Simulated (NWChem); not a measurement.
System: SiH₄TeO; SMILES O[Te][SiH3]

Input file for NWChem:

```
start job
memory heap 200 mb stack 900 mb global 1100 mb
geometry units angstroms noautoz
  Te     0.343355     0.540943    -0.004985
  O     -1.618711     0.986633    -0.144924
  H     -1.930292     1.088432     0.763909
  Si    -0.091680    -1.926370     0.018391
  H      1.246746    -2.585578     0.112677
  H     -0.787320    -2.351570    -1.230052
  H     -0.924671    -2.302147     1.198920
end
basis spherical
  * library def2-svp
end
ecp
  Te library def2-ecp
end
dft
  xc xpbe96 cpbe96
  iterations 150
  vectors input atomic output neutral.movecs
end
task dft energy
charge 1
dft
  odft
  mult 2
  vectors input atomic output cation.movecs
end
task dft energy
```

Output (shortened):

```
             Northwest Computational Chemistry Package (NWChem) 7.3.0
             --------------------------------------------------------

 C1  symmetry detected

                             Geometry "geometry" -> ""
                             -------------------------

 Output coordinates in angstroms (scale by  1.889725989 to convert to a.u.)

  No.       Tag          Charge          X              Y              Z
 ---- ---------------- ---------- -------------- -------------- --------------
    1 Te                  52.0000     0.32708363     0.50407975    -0.00450788
    2 O                    8.0000    -1.63900651     0.94961026    -0.06709867
    3 H                    1.0000    -1.91799129     1.03638961     0.85380307
    4 Si                  14.0000    -0.10529856    -1.96381006    -0.00542291
    5 H                    1.0000     1.23605232    -2.62284408     0.03037073
    6 H                    1.0000    -0.84481992    -2.36968910    -1.23493107
    7 H                    1.0000    -0.89535822    -2.35954454     1.19787716

 Effective nuclear repulsion energy (a.u.)     342.6392291064

 Summary of "ao basis" -> "ao basis" (spherical)
 ------------------------------------------------------------------------------
       Tag                 Description            Shells   Functions and Types
 ---------------- ------------------------------  ------  ---------------------
 Te                         def2-svp                10       26   4s4p2d
 O                          def2-svp                 6       14   3s2p1d
 H                          def2-svp                 3        5   2s1p
 Si                         def2-svp                 8       18   4s3p1d

            General Information
            -------------------
          SCF calculation type: DFT
          Wavefunction type:  closed shell.
          No. of atoms     :     7
          No. of electrons :    50
           Alpha electrons :    25
            Beta electrons :    25
          Charge           :     0
          Spin multiplicity:     1
          Use of symmetry is: off; symmetry adaption is: off
          Maximum number of iterations: 150
          AO basis - number of functions:    78
                     number of shells:    36
          Convergence on energy requested:  1.00D-06
          Convergence on density requested:  1.00D-05
          Convergence on gradient requested:  5.00D-04

              XC Information
              --------------
          PerdewBurkeErnzerhof Exchange Functional  1.000
            Perdew 1991 LDA Correlation Functional  1.000 local
           PerdewBurkeErnz. Correlation Functional  1.000 non-local

             Grid Information
             ----------------
          Grid used for XC integration:  medium
          Radial quadrature: Mura-Knowles
          Angular quadrature: Lebedev.
          Tag              B.-S. Rad. Rad. Pts. Rad. Cut. Ang. Pts.
          ---              ---------- --------- --------- ---------
          Te                  1.40      123          10.0       590
          O                   0.60       49          12.0       434
          H                   0.35       45          12.0       434
          Si                  1.10       88          10.0       590
          Grid pruning is: on
          Number of quadrature shells:   440
          Spatial weights used:  Erf1

      Superposition of Atomic Density Guess
      -------------------------------------

 Sum of atomic energies:        -676.65053264

      Non-variational initial energy
      ------------------------------

 Total energy =    -632.912285
 1-e energy   =   -1334.316436
 2-e energy   =     519.775411
 HOMO         =      -0.233959
 LUMO         =      -0.076778

   convergence    iter        energy       DeltaE   RMS-Dens  Diis-err
 ---------------- ----- ----------------- --------- --------- ---------
 d= 0,ls=0.0,diis     1   -634.6591365204 -8.16D+02  2.74D-02  5.33D-01
 d= 0,ls=0.0,diis     2   -634.2185167298  4.41D-01  2.10D-02  4.12D+00
 d= 0,ls=0.0,diis     3   -634.7188230705 -5.00D-01  4.16D-03  8.30D-02
 d= 0,ls=0.0,diis     4   -634.7267539274 -7.93D-03  2.22D-03  1.56D-02
 d= 0,ls=0.0,diis     5   -634.7291232556 -2.37D-03  8.23D-04  1.87D-03
  Resetting Diis
 d= 0,ls=0.0,diis     6   -634.7295061081 -3.83D-04  1.73D-04  9.20D-05
 d= 0,ls=0.0,diis     7   -634.7295209417 -1.48D-05  7.57D-05  3.80D-06
 d= 0,ls=0.0,diis     8   -634.7295189952  1.95D-06  4.59D-05  1.96D-05
 d= 0,ls=0.0,diis     9   -634.7295214998 -2.50D-06  1.25D-05  1.01D-06
 d= 0,ls=0.0,diis    10   -634.7295216376 -1.38D-07  2.40D-06  2.12D-08

         Total DFT energy =     -634.729521637632
      One electron energy =    -1336.334135322487
           Coulomb energy =      571.472023882962
    Exchange-Corr. energy =      -51.496151006369
 Nuclear repulsion energy =      181.628740808262

 Numeric. integr. density =       50.000002783163

                       DFT Final Molecular Orbital Analysis
                       ------------------------------------

 Vector   23  Occ=2.000000D+00  E=-2.986444D-01
              MO Center= -6.1D-01,  2.3D-01,  1.5D-02, r^2= 4.0D+00
   Bfn.  Coefficient  Atom+Function         Bfn.  Coefficient  Atom+Function
  ----- ------------  ---------------      ----- ------------  ---------------
    31      0.338576  2 O  py                12      0.252637  1 Te py
    34      0.245612  2 O  py                11      0.241459  1 Te px
    15      0.192270  1 Te py                 3      0.164821  1 Te s
    74      0.162441  7 H  s                 30     -0.158152  2 O  px
    32     -0.146110  2 O  pz                 4      0.141566  1 Te s

[...]
```

Level: PBE/def2-SVP with def2 effective core potentials on Te, vertical spin-unrestricted ions. Structure relaxed at the PBE0/def2-SVP level. Not confirmed as a minimum by frequencies. def2 effective core potentials on Te; no spin-orbit coupling.
